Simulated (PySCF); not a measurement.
Sb(Br)2(OH) (Br₂HOSb), SMILES [OH][Sb]([Br])[Br]. Atoms are numbered in the order given.

```xyz
5

Sb     0.3843     0.8033     0.0000
Br    -0.0982    -0.8041    -1.8933
Br    -0.0982    -0.8041     1.8933
O     -1.3280     1.7666     0.0000
H     -2.1035     1.1880     0.0000
```

The structure is a stationary point at PBE0-D3(BJ)/def2-SVP. The structure was generated by enumeration; whether it is a known compound was not checked. The def2 effective core potentials stand for the cores of Sb; spin–orbit coupling is left out. The values are those of a single conformer.

Calculation: CAM-B3LYP/def2-TZVP run with PySCF.

Gas-phase values at a fixed geometry.

```
Property                                                                                                        Result
---------------------------------------------------------------------------------------------  -----------------------
total energy                                                                                       -5464.75388 hartree
point group                                                                                                         Cs
highest occupied level                                                                                        -9.48 eV
lowest empty level                                                                                            -1.09 eV
orbital gap                                                                                                    8.40 eV
dipole moment                                                                                                   1.41 D
quadrupole, principal values (traceless, Buckingham form, about the centre of nuclear charge)   -4.73, -4.48, 9.22 D·Å
mean static polarisability                                                                       82.0 bohr³ (12.16 Å³)
polarisability, principal values                                                               63.6, 81.3, 101.2 bohr³
```
